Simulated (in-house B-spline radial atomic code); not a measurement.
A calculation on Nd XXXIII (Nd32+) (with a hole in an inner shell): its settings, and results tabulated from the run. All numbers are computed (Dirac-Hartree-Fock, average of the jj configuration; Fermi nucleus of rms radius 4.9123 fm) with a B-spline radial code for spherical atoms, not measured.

In the input, a minus or plus after the letter marks the j = l - 1/2 or j = l + 1/2 subshell.

Command:
```bash
python run_scf.py task.json out
```
Settings (nuclear radius in fm, mass in u):
```
Z                60
configuration    1s2 2s2 2p6 3s2 3p-1 3p+3 3d10 4s2
hamiltonian      dirac
method           hf
spin_polarised   False
nucleus          fermi
rms_radius       4.9123
atomic_mass      141.90773
speed_of_light   137.035999084
```

Output (hartree, bohr):
```
 radial grid: 59 intervals, B-splines of order 8, outer radius 3.1804 bohr

 iter        energy (Eh)    residual
    1       -8900.297529    5.06e+00
    2       -8973.329310    9.66e-01
    3       -8975.412716    3.97e-01
    4       -8975.771409    1.64e-01
    5       -8975.842359    2.87e-02
    6       -8975.844750    3.27e-04
    7       -8975.844750    1.84e-05
    8       -8975.844750    3.53e-07

 total energy                     -8975.84475
 kinetic                            9710.9551
 electron-nucleus                 -20525.1296
 electron-electron                  1838.3298

 first-order corrections (not in the total)
   Gaunt                             8.7244
   retardation                      -0.8845
   frequency dependence             -0.1059
   self-energy                       6.4218
   Uehling                          -0.9777
   Wichmann-Kroll                    0.0277
   recoil                            0.0236

 orbital      occ     eigenvalue          <r>       <r^2>       <1/r>     <1/r^3>     <1/r^2>       r_max    small
 1s1/2      2.000     -1660.0749    0.0236162 0.000759064     66.0622           -     9775.15      0.0151  4.96e-02
 2s1/2      2.000      -312.0250    0.0999821    0.011852     15.7174           -     1212.45     0.08538  1.09e-02
 2p1/2      2.000      -297.3274    0.0840766  0.00871821     15.6291           -     384.031     0.06505  1.09e-02
 2p3/2      4.000      -278.0964    0.0903774   0.0099439     14.0645     7984.47      269.38     0.07041  1.02e-02
 3s1/2      2.000      -102.1683      0.25813   0.0760567     5.85443           -     268.922      0.2397  3.58e-03
 3p1/2      1.000       -96.5377     0.247402   0.0709531      5.7742           -     86.5127      0.2268  3.52e-03
 3p3/2      3.000       -92.2268     0.258443   0.0772185     5.38396     1771.02     61.7119      0.2377  3.35e-03
 3d3/2      4.000       -81.7755      0.22881   0.0611737     5.24073      294.99     34.1748      0.1888  3.20e-03
 3d5/2      6.000       -80.9904     0.232284   0.0628978     5.14078     266.656     32.5896      0.1919  3.14e-03
 4s1/2      2.000       -47.8378     0.524077    0.307947     2.78785           -     83.2569       0.515  1.48e-03
```

Run time, properties included: 0.44 s on 1 thread of Arm Neoverse V1, with other jobs on the host.

For the Dirac Hamiltonian the kinetic term is c α·p + (β - 1)c².
